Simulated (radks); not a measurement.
The neodymium ion Nd+, 59 electrons, occupied as [Xe] 4f4 6s1.

All-electron calculation, Dirac Kohn-Sham, Slater X-alpha with alpha = 0.898, spin-unpolarised, spherical densities, point nucleus; open shells fill j = l - 1/2 first. Program: a radial shooting solver on a logarithmic mesh with Libxc functionals.

Energy parts (hartree):
part                   energy
total              -9690.1453
kinetic            10453.7104
electron-nucleus  -23622.0160
Hartree             3763.3427
exchange            -285.1824

Orbitals (lengths in bohr, moments of r in powers of bohr; <r^-3> diverges for s and p1/2):
| orbital | occ. | eigenvalue (hartree) | <r^-3> |
|---|---|---|---|
| 1s1/2 | 2 | -1599.397 | - |
| 2s1/2 | 2 | -259.8820 | - |
| 2p1/2 | 2 | -246.3128 | - |
| 2p3/2 | 4 | -227.0221 | 8014 |
| 3s1/2 | 2 | -56.85217 | - |
| 3p1/2 | 2 | -50.98771 | - |
| 3p3/2 | 4 | -47.11628 | 1655 |
| 3d3/2 | 4 | -36.82437 | 275.2 |
| 3d5/2 | 6 | -35.98129 | 248.3 |
| 4s1/2 | 2 | -11.57993 | - |
| 4p1/2 | 2 | -9.34670 | - |
| 4p3/2 | 4 | -8.50127 | 362.3 |
| 4d3/2 | 4 | -4.80415 | 50.40 |
| 4d5/2 | 6 | -4.65319 | 44.95 |
| 5s1/2 | 2 | -1.79632 | - |
| 5p1/2 | 2 | -1.18871 | - |
| 5p3/2 | 4 | -1.07070 | 49.97 |
| 4f5/2 | 4 | -0.42372 | 5.546 |
| 4f7/2 | 0 | -0.40687 | 5.366 |
| 6s1/2 | 1 | -0.32036 | - |

The highest occupied level is 6s1/2 at -8.717 eV. The configuration is held as typed, so some empty levels lie below it. For comparison, the ionisation energy in NIST's Atomic Spectra Database is 10.78 eV (semi-empirical). In exact Kohn-Sham theory the highest level is minus the ionisation energy, but local and semilocal functionals leave it too shallow, through self-interaction and a potential that decays too fast; potentials with the right tail come closer.

Beside tabulated values, note that spin-unpolarised runs miss the spin-polarisation part of the exchange energy of open shells.
